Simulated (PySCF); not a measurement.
**The electron affinity along group 8**

Calculated with PySCF 2.14 from differences of total energies of unrestricted determinants, without spin-orbit coupling. Values in eV. The last column holds reference values (measured affinities from photodetachment; the arrow runs from anion to atom). Unmarked ones compare directly (S terms, centres of terms, or small fine structure); those marked * lie between the lowest fine-structure levels and include a spin-orbit shift.

```
                                                                              element                         configurations     UHF  MP2 (valence)  SCS-MP2 (valence)  CCSD (valence)  CCSD(T) (valence)   PBE0  reference
Fe (x2c-TZVPPall with one added diffuse shell each of s, p, d, f type, spin-free X2C)            [Ar] 3d7 4s2 → [Ar] 3d6 4s2  -2.282         -0.272             -0.252          -0.498             -0.224  0.232    0.153 *
Ru (x2c-TZVPPall with one added diffuse shell each of s, p, d, f type, spin-free X2C)            [Kr] 4d7 5s2 → [Kr] 4d7 5s1  -0.176          0.613              0.715           0.804              0.931  0.763    1.046 *
Os (x2c-TZVPPall with one added diffuse shell each of s, p, d, f type, spin-free X2C)  [Xe] 4f14 5d7 6s2 → [Xe] 4f14 5d6 6s2  -0.602          0.626              0.695           0.694              0.863  0.982    1.078 *
```

The highest occupied level of the anion is positive for Fe⁻ at UHF, PBE0; Ru⁻ at UHF, PBE0; Os⁻ at PBE0, so there the basis helps to hold the electron.

"Valence" correlates the outer s and p shells and, in groups 3 to 12 and the f block, the outer d or f shell, open or full, or the next shell where the ion has no valence electron left; the wider scheme adds the next inner shell.
